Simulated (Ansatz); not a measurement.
A nudged elastic band was laid between two geometries of BF$_{3}$H$_{2}$O (7 atoms, charge 0, multiplicity 1).

Computed with RKS B3LYP/def2-SVP in Ansatz.

```yaml
movable_images: 5
climbing_image: yes
spring: 5.0 eV/Å²
optimiser: quadratic models (default)
start_path: through a guess of the saddle point
force_threshold: 0.05 eV/Å
iteration_limit: 60
end_points: relaxed
```

First end point:

```xyz
7
Properties=species:S:1:pos:R:3
O -0.688 0.720 0.334
B 0.618 -0.466 -0.020
F 1.365 -0.425 1.089
F -0.135 -1.574 -0.212
F 1.133 0.108 -1.132
H -1.527 0.230 0.308
H -0.705 1.340 -0.413
```

Last end point:

```xyz
7
Properties=species:S:1:pos:R:3
O -0.950 0.434 0.138
B 0.550 -0.545 -0.076
F 1.283 -0.042 0.944
F 0.106 -1.800 0.055
F 0.896 -0.141 -1.320
H -1.042 0.980 -0.660
H -0.781 1.045 0.873
```

(1) What changes between the two ends?

(2) What energy profile does the band end with?

(3) What is the geometry of the highest image?

Results:

(1) No bond is made or broken. The dihedral H6–O1–B2–F3 goes from -119 to 116°. The two ends are copies of one structure, up to a mirror image or an exchange of like atoms.

(2) The run converged. The highest image is number 2 of 0 to 6, 0.4 kcal/mol above the ends, which have the same energy within 2 meV. Beside the main top the profile has a ripple of under 15 meV (maxima at images 2, 5), which may be a very shallow well or noise. A vibrational analysis at the climbing image gives one clearly imaginary mode, 129i cm⁻¹: a first-order saddle point.

```csv
image,path coordinate (Å),energy (kcal/mol),dihedral H6–O1–B2–F3 (°)
0,0.00,0.0,-119
1,0.58,0.3,-86
2,1.17,0.4,-54
3,1.96,0.0,-12
4,2.75,0.3,32
5,3.55,0.4,74
6,4.34,0.0,116
```

(3) 
```xyz
7
Properties=species:S:1:pos:R:3
O -0.622 0.835 0.094
B 0.651 -0.462 -0.088
F 1.264 -0.339 1.101
F -0.137 -1.549 -0.253
F 1.287 -0.012 -1.180
H -1.120 0.678 0.912
H -1.263 0.781 -0.632
```

Time of the run: 2.5 min on 1 thread of Arm Neoverse V1 (shared host), peak memory 0.15 GiB.
